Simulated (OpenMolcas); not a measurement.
OpenMolcas run: Yb V

Input:

```
&GATEWAY
Coord
1

Yb 0.0 0.0 0.0
Basis=ANO-RCC-VQZP
Group=XYZ
NoMove
AngMom=0.0 0.0 0.0
AMFI
&SEWARD
Relativistic=R03O02
&RASSCF
FileOrb=start.orb
Symmetry=1
Spin=3
nActEl=12 0 0
Inactive=15 12
Ras2=0 7
CIRoot=21 21 1
SDav=21
CIMx=300
Iter=120 100
PrWF=0.3
OrbListing=Nothing
MaxOrb=0
Atom
>>> COPY $Project.JobIph JOB001
&RASSCF
FileOrb=start.orb
Symmetry=1
Spin=1
nActEl=12 0 0
Inactive=15 12
Ras2=0 7
CIRoot=27 27 1
SDav=28
CIMx=300
Iter=120 100
PrWF=0.3
OrbListing=Nothing
MaxOrb=0
Atom
>>> COPY $Project.JobIph JOB002
&RASSI
NrOfJobIphs=2 21 27
1 2 3 4 5 6 7 8 9 10 11 12 13 14 15 16 17 18 19 20 21
1 2 3 4 5 6 7 8 9 10 11 12 13 14 15 16 17 18 19 20 21 22 23 24 25 26 27
IphNames
JOB001
JOB002
EJob
SpinOrbit
DIPRint=1.0
SOCoupling=1000.0
Subsets=2
MEES
Property=10
'ANGMOM' 1 'ANGMOM' 2 'ANGMOM' 3 'MLTPL  1' 1 'MLTPL  1' 2 'MLTPL  1' 3
'AMFI' 1 'AMFI' 2 'AMFI' 3 'MLTPL  2' 6
SOProperty=3
'ANGMOM' 1 'ANGMOM' 2 'ANGMOM' 3
```

Launched by
```bash
OMP_NUM_THREADS=1 MOLCAS_MEM=2252 MOLCAS_PROJECT=a pymolcas a.inp > a.log  # once for each step of the input, in one work folder
```

A driver script runs the steps one by one and writes start.orb anew before each from the orbitals found so far.

Output, cut to the results:

```
--- SEWARD ---
Basis set label: YB.ANO-RCC...9S8P6D4F3G2H.

      Electronic valence basis set:
      ------------------
      Associated Effective Charge  70.000000 au
      Associated Actual Charge     70.000000 au
      Nuclear Model: Point charge

      Shell  nPrim  nBasis  Cartesian Spherical Contaminant
         s      25       9        X
         p      22       8        X
         d      15       6                 X
         f      11       4                 X
         g       4       3                 X
         h       2       2                 X
Relativistic=R03O02
                  Relativistic Douglas-Kroll-Hess integrals:
                    - DKH order of Hamiltonian: 3
                    - DKH order of Properties : 2
--- RASSCF ---
Wave function specifications:
      -----------------------------

      Number of closed shell electrons          54
      Number of electrons in active shells      12
      Max number of holes in RAS1 space          0
      Max nr of electrons in RAS3 space          0
      Number of inactive orbitals               27
      Number of active orbitals                  7
      Number of secondary orbitals             106
      Spin quantum number                      1.0
      State symmetry                             1
Orbital specifications:
      -----------------------

      Symmetry species                           1   2
                                                ag  au
      Frozen orbitals                            0   0
      Inactive orbitals                         15  12
      Active orbitals                            0   7
      RAS1 orbitals                              0   0
      RAS2 orbitals                              0   7
      RAS3 orbitals                              0   0
      Secondary orbitals                        51  55
      Deleted orbitals                           0   0
      Number of basis functions                 66  74
      Number of CSFs                            21
      Number of root(s) required                21
      Iter CI   SX   CI       RASSCF       Energy    max ROT     max BLB   max BLB  Level Ln srch  Step   QN
          iter iter root      energy       change     param      element    value   shift minimum  type update
 Nr of preliminary CI iterations:   1
      Total energies have been shifted. Add               -14000.00 au
        1   1    2    0   -53.84482944    0.00E+00   3.89E-08    9  18 1  6.12E-07   0.00   0.00    SX    NO
        2   1    2    0   -53.84482944   -4.55E-11   1.51E-08   19  45 2  1.68E-07   0.00   0.00    SX    NO
        3   1    2    0   -53.84482944    1.82E-12   1.27E-08   19  38 2  1.21E-07   0.00   0.00    SX    NO
        4   1    2    0   -53.84482944   -3.64E-12  -7.51E-09   19  45 2  1.46E-07   0.00   0.00    SX    NO
      Convergence after  4 iterations
        5   1    2    0   -53.84482944   -7.28E-12  -7.51E-09   19  38 2  9.97E-08   0.00   0.00    SX    NO
      Natural orbitals and occupation numbers for root  1
      sym 2:   1.401925   1.623632   2.000000   1.974443   1.623632   1.401925   1.974443
      Natural orbitals and occupation numbers for root  2
      sym 2:   1.388364   1.388364   1.964702   2.000000   1.646934   1.646934   1.964702
      Natural orbitals and occupation numbers for root  3
      sym 2:   1.636883   1.394038   1.636883   2.000000   1.969079   1.394038   1.969079
::    RASSCF root number  1 Total energy: -14053.88401586
::    RASSCF root number  2 Total energy: -14053.88401586
::    RASSCF root number  3 Total energy: -14053.88401586
::    RASSCF root number  4 Total energy: -14053.88401586
::    RASSCF root number  5 Total energy: -14053.88401586
::    RASSCF root number  6 Total energy: -14053.88401586
::    RASSCF root number  7 Total energy: -14053.88401586
::    RASSCF root number  8 Total energy: -14053.88401586
::    RASSCF root number  9 Total energy: -14053.88401586
::    RASSCF root number 10 Total energy: -14053.88401586
::    RASSCF root number 11 Total energy: -14053.88401586
::    RASSCF root number 12 Total energy: -14053.84482944
::    RASSCF root number 13 Total energy: -14053.84482944
::    RASSCF root number 14 Total energy: -14053.84482944
::    RASSCF root number 15 Total energy: -14053.84482944
::    RASSCF root number 16 Total energy: -14053.84482944
::    RASSCF root number 17 Total energy: -14053.84482944
::    RASSCF root number 18 Total energy: -14053.84482944
...
--- RASSI ---
SPIN-FREE ENERGIES:
  (Shifted by EMIN (a.u.) =     -14053.8840158629)

 SF State       Relative EMIN(au)   Rel lowest level(eV)    D:o, cm**(-1)      L_eff

     1             0.0000000000        0.0000000000              0.0000         5.0
     2             0.0000000000        0.0000000000              0.0000         5.0
     3             0.0000000000        0.0000000000              0.0000         5.0
     4             0.0000000000        0.0000000000              0.0000         5.0
     5             0.0000000000        0.0000000000              0.0000         5.0
     6             0.0000000000        0.0000000000              0.0000         5.0
     7             0.0000000000        0.0000000000              0.0000         5.0
     8             0.0000000000        0.0000000000              0.0000         5.0
     9             0.0000000000        0.0000000000              0.0000         5.0
    10             0.0000000000        0.0000000000              0.0000         5.0
    11             0.0000000000        0.0000000000              0.0000         5.0
    12             0.0391864212        1.0663168429           8600.4253         3.0
    13             0.0391864212        1.0663168429           8600.4253         3.0
    14             0.0391864212        1.0663168429           8600.4253         3.0
    15             0.0391864212        1.0663168429           8600.4253         3.0
    16             0.0391864212        1.0663168429           8600.4253         3.0
    17             0.0391864212        1.0663168429           8600.4253         3.0
    18             0.0391864212        1.0663168429           8600.4253         3.0
    22             0.0448759944        1.2211380164           9849.1423         4.0
    23             0.0448759944        1.2211380164           9849.1423         4.0
    24             0.0448759944        1.2211380164           9849.1423         4.0
...
```

Levels above the lowest, from the spin-orbit matrix, grouped by J:

| Configuration | Term | J | E (cm-1) | Measured (cm-1) | g | Term weight % | Second |
| --- | --- | --- | --- | --- | --- | --- | --- |
| 4f12 | 3H | 6 | 0.0 | 0.0 | 1.166 | 99 |  |
| 4f12 | 3F | 4 | 7290 |  | 1.115 | 55 | 35 1G |
| 4f12 | 3H | 5 | 9713 | 9580 | 1.033 | 100 |  |
| 4f12 | 3H | 4 | 15223 | 14405 | 0.969 | 57 | 34 3F |
| 4f12 | 3F | 3 | 18314 | 16372 | 1.084 | 100 |  |
| 4f12 | 3F | 2 | 19607 | 16877 | 0.728 | 83 | 16 1D |
| 4f12 | 1G | 4 | 25076 | 24193 | 0.965 | 56 | 32 3H |
| 4f12 | 1D | 2 | 37647 |  | 1.098 | 55 | 30 3P |
| 4f12 | 1I | 6 | 45248 | 39038 | 1.001 | 99 |  |
| 4f12 | 3P | 1 | 49849 |  | 1.501 | 100 |  |
| 4f12 | 3P | 2 | 50963 | 43120 | 1.341 | 69 | 28 1D |
| 4f12 | 3P | 0 | 51413 |  |  | 100 |  |

Against the 7 measured excited levels shown (the list in Tchang-Brillet, Wyart, Meftah and Ait Mammar, Atoms 6, 52 (2018)) the mean absolute deviation is 2900 cm-1; the largest miss in energy is 4f12 3P2 [69 %]: computed 50963, measured 43120 cm-1 (+18.2 %).

Without dynamic correlation excited terms often stand tens of per cent too high (terms of higher spin than the ground term too low), and those without a measured partner can miss by more than the paired ones. Computed and measured levels are paired by configuration, term and J; levels that our copy of the source lacks, or whose pairing is in doubt (as where it misses far off the trend of its configuration), stay unpaired and out of the deviations. Only configurations of the active space appear. The first state left out of the spin-orbit step lies near 90000 cm-1 above the lowest spin-free state of the reference (among the parities and spins computed), and the list stops at four fifths of that energy or lower.

The term weight is that of the spin-free term in the level, not the purity of its configuration. A share in square brackets marks a mixed level and gives the weight of the term that names it.
